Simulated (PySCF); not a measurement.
Spectrum to structure. Computed, not measured: TDDFT CAM-B3LYP/def2-SVPD, vertical, gas phase, core orbitals frozen in the response in PySCF 2.14.0, density-fitted response routines. Geometries: PBE0-D3(BJ)/def2-SVP, one conformer each. Relativistic effects are left out although some hold elements past zinc.

| state | E (eV) | f | main configurations (H = HOMO, L = LUMO) |
| --- | --- | --- | --- |
| S1 | 6.39 | 0.0060 | H→L (85%) |
| S2 | 6.62 | 0.216 | H→L+2 (66%), H→L+1 (15%), H→L+3 (10%) |
| S3 | 6.92 | 0.0039 | H→L+1 (76%), H→L+2 (20%) |
| S4 | 7.24 | 0.0088 | H→L+4 (62%), H→L+5 (9%) |
| S5 | 7.30 | 0.0050 | H-1→L+2 (60%), H-1→L+1 (16%) |
| S6 | 7.34 | 0.0026 | H→L+3 (56%), H→L+6 (19%) |
| S7 | 7.48 | 0.046 | H→L+5 (54%), H→L+6 (33%) |
| S8 | 7.55 | 0.0028 | H-1→L (53%), H→L+6 (9%), H→L+4 (8%) |
| S9 | 7.58 | 0.0048 | H-1→L (24%), H→L+6 (23%), H→L+4 (16%) |
| S10 | 7.78 | 0.0056 | H-2→L+2 (57%), H-2→L+1 (12%), H-2→L (9%) |

Triplets computed (Tamm–Dancoff): 4.20, 6.29, 6.85, 7.13 eV.

**Question.** Which structure fits? All have the formula C7H12Ge.
A. `CC[CH2][GeH]1[CH]=CC=[CH]1`
B. `[GeH2]1[CH2]C(C2CC2)=C[CH2]1`
C. `CCC[C]1=CC=[CH][GeH2]1`

**Answer.** B. Its S1, at 6.39 eV, is the highest among the candidates; the nearest of the others has S1 at 4.55 eV. S1 is HOMO→LUMO (85%). Löwdin shares by element: HOMO carbon 72% or more (atoms not listed hold the other 28%); LUMO germanium 38%, hydrogen 12% or more, carbon 6% or more (atoms not listed hold the other 43%). At the same level the other candidates give, for their lowest levels:
- `CC[CH2][GeH]1[CH]=CC=[CH]1`: 4.55 eV (f 0.055); 5.52 eV (f 0.000); 5.90 eV (f 0.032); 6.52 eV (f 0.105); 6.55 eV (f 0.001); T1 2.74 eV; HOMO -7.88, LUMO -0.24 eV
- `CCC[C]1=CC=[CH][GeH2]1`: 4.44 eV (f 0.103); 5.54 eV (f 0.000); 6.19 eV (f 0.003); 6.22 eV (f 0.004); 6.36 eV (f 0.001); T1 2.71 eV; HOMO -7.69, LUMO -0.16 eV
